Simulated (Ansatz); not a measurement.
Q: Name a neutral molecule of Ge, O, S and H with LUMO energy (PBE/def2-TZVPP) between -2.35 and -2.05 eV and size of the dipole moment (ωB97M-V/def2-TZVPP) between 0.85 and 1.15 D (Ansatz, PBE0-D4/def2-TZVP geometry).

A: `[OH][GeH2][S]S` (-2.16 eV, 0.98 D). Other molecules can fit too; these were computed, each in one conformer that needn't be the lowest.
